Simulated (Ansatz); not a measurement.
Born–Oppenheimer molecular dynamics of C$_{3}$H$_{9}$NSSi (15 atoms, charge 0, multiplicity 1). It starts from a relaxed structure.

The calculation used RKS PBE/STO-3G in Ansatz.

- ensemble: NVT, Langevin thermostat
- time step: 1 fs
- steps asked: 230
- set temperature: 700 K
- friction: 0.5 /fs
- seed: 366278

First frame:

```xyz
15
Properties=species:S:1:pos:R:3
C -0.391 -2.229 -0.408
S -1.472 -0.835 0.082
C -0.172 0.433 0.363
N 0.740 0.301 1.570
C 0.633 0.948 -0.901
Si -0.506 2.200 -0.156
H 0.230 -1.984 -1.292
H -1.037 -3.088 -0.668
H 0.287 -2.552 0.408
H 1.200 -0.663 1.460
H 0.071 0.114 2.388
H 1.719 1.039 -0.747
H 0.377 0.477 -1.863
H -1.747 2.505 -0.849
H 0.045 3.281 0.642
```

(1) How far do the bonds stretch over the last three quarters of this one trajectory? (Pairs bonded in most of those frames.)

Results:

(1) 
```json
{"bond": "C1–S2", "mean (Å)": "1.846", "spread (Å)": "0.043", "shortest": "1.77", "longest": "1.97"}
{"bond": "C1–H7", "mean (Å)": "1.113", "spread (Å)": "0.039", "shortest": "1.02", "longest": "1.23"}
{"bond": "C1–H8", "mean (Å)": "1.120", "spread (Å)": "0.041", "shortest": "1.04", "longest": "1.21"}
{"bond": "C1–H9", "mean (Å)": "1.127", "spread (Å)": "0.041", "shortest": "1.06", "longest": "1.23"}
{"bond": "S2–C3", "mean (Å)": "1.854", "spread (Å)": "0.028", "shortest": "1.77", "longest": "1.92"}
{"bond": "C3–N4", "mean (Å)": "1.552", "spread (Å)": "0.055", "shortest": "1.44", "longest": "1.67"}
{"bond": "C3–C5", "mean (Å)": "1.568", "spread (Å)": "0.035", "shortest": "1.50", "longest": "1.66"}
{"bond": "C3–Si6", "mean (Å)": "1.931", "spread (Å)": "0.050", "shortest": "1.80", "longest": "2.03"}
{"bond": "N4–H10", "mean (Å)": "1.078", "spread (Å)": "0.042", "shortest": "0.98", "longest": "1.20"}
{"bond": "N4–H11", "mean (Å)": "1.073", "spread (Å)": "0.031", "shortest": "1.00", "longest": "1.14"}
{"bond": "C5–Si6", "mean (Å)": "1.849", "spread (Å)": "0.042", "shortest": "1.74", "longest": "1.93"}
{"bond": "C5–H12", "mean (Å)": "1.109", "spread (Å)": "0.039", "shortest": "1.02", "longest": "1.20"}
{"bond": "C5–H13", "mean (Å)": "1.104", "spread (Å)": "0.032", "shortest": "1.03", "longest": "1.18"}
{"bond": "Si6–H14", "mean (Å)": "1.481", "spread (Å)": "0.048", "shortest": "1.39", "longest": "1.60"}
{"bond": "Si6–H15", "mean (Å)": "1.467", "spread (Å)": "0.056", "shortest": "1.35", "longest": "1.63"}
```

Mean temperature of the second half: 698 K. A run of 0.23 ps of so small a system gives no equilibrium averages. The friction is so strong that the motion is overdamped, so the time scale means little. Limits of this set-up: minimal basis.

The run took 9.7 min on 1 thread of Arm Neoverse V2, with other jobs on the host, peak memory 0.09 GiB.
